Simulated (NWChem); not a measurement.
Molecule: ScHOCl₂; SMILES [OH][Sc]([Cl])[Cl]

```xyz
5

Sc     0.3256    -0.0009     0.0000
Cl    -0.7879    -2.0039     0.0000
Cl    -0.7802     2.0063     0.0000
O      2.1366    -0.0047     0.0000
H      3.0957    -0.0082     0.0000
```
Atoms are numbered in this order, from 1.

Level: PBE0/def2-SVP (NWChem), optimised geometry, unscaled harmonic frequencies. 

### Question
List the harmonic frequencies with IR intensities, and the thermochemistry.

### Answer
```csv
frequency (cm⁻¹),IR intensity (km/mol)
75,27.5
100,6.4
137,14.3
197,185.5
378,27.6
396,207.2
478,176.8
805,217.3
3987,324.3
```

The zero-point energy comes out as 9.4 kcal/mol. The thermal correction to the enthalpy at 298.15 K (with zero-point energy) is 14.1 kcal/mol, the heat capacity Cv comes out as 18.6 cal/(mol K) and the entropy at 298.15 K and 1 atm (symmetry number 2) comes out as 82.6 cal/(mol K). The dipole moment is 3.31 D.

Rigid rotor and harmonic oscillator; modes under 100 cm⁻¹ make the entropy uncertain.
